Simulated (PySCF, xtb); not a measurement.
B(F)(OAc)(OH) (C2H4BFO3), SMILES CC(=O)OB(O)F. The values are those of a single conformer.

Harmonic wavenumbers (cm⁻¹) from GFN2-xTB run with xtb at its own minimum, in rising order: 37, 73, 102, 123, 319, 374, 446, 523, 559, 593, 638, 769, 916, 970, 1005, 1006, 1167, 1245, 1353, 1364, 1434, 1438, 1813, 3030, 3046, 3070, 3618.

### Question
What does PySCF 2.14.0 with B3LYP-D3(BJ)/def2-SVP give at its own minimum? (Estimate from the structure and the level; the computed values follow.)

### Answer
41, 77, 118, 143, 338, 425, 483, 541, 586, 637, 686, 815, 958, 1005, 1038, 1053, 1267, 1384, 1410, 1438, 1447, 1489, 1873, 3051, 3129, 3182, 3860. Paired by order, the mean absolute difference is 53 cm⁻¹ and the zero-point energies are 44.4 and 46.4 kcal/mol.
